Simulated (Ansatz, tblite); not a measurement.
Forces on (H2Ga-mu-OH)2 (Ga2O2H6) at its PBE-D4/def2-SVP geometry. Total charge 0; singlet.

The xTB rows come from tblite.

GFN1-xTB (tblite), largest force 1.27 eV/Å:

```xyz
10
positions Å, forces eV/Å
Ga   -1.155    0.089    1.013   -0.337    0.029    0.296
H    -0.865   -0.491    2.450   -0.154    0.234   -0.542
H    -2.488    0.749    0.489    0.495   -0.262    0.243
O     0.402    1.099    0.362    0.417    1.139    0.379
Ga    1.155   -0.088   -1.014    0.336   -0.027   -0.297
H     0.862    0.492   -2.450    0.155   -0.235    0.542
H     2.488   -0.748   -0.493   -0.496    0.262   -0.241
O    -0.402   -1.099   -0.362   -0.414   -1.143   -0.376
H     0.722    1.967    0.651   -0.173   -0.469   -0.157
H    -0.718   -1.970   -0.646    0.170    0.472    0.154
```

GFN2-xTB (tblite), largest force 0.63 eV/Å:

```
Ga 0.013 0.001 -0.012
H -0.119 0.159 -0.352
H 0.319 -0.175 0.177
O 0.206 0.560 0.188
Ga -0.014 0.001 0.011
H 0.120 -0.160 0.352
H -0.319 0.175 -0.176
O -0.202 -0.564 -0.184
H -0.114 -0.308 -0.104
H 0.111 0.310 0.100
```

PBE-D4/def2-TZVP (Ansatz), largest force 0.18 eV/Å:

```
Ga -0.064 0.008 0.060
H -0.004 0.014 -0.040
H 0.038 -0.017 0.011
O 0.054 0.159 0.054
Ga 0.066 -0.008 -0.058
H 0.004 -0.015 0.040
H -0.038 0.018 -0.010
O -0.056 -0.159 -0.057
H -0.057 -0.158 -0.052
H 0.057 0.158 0.053
```
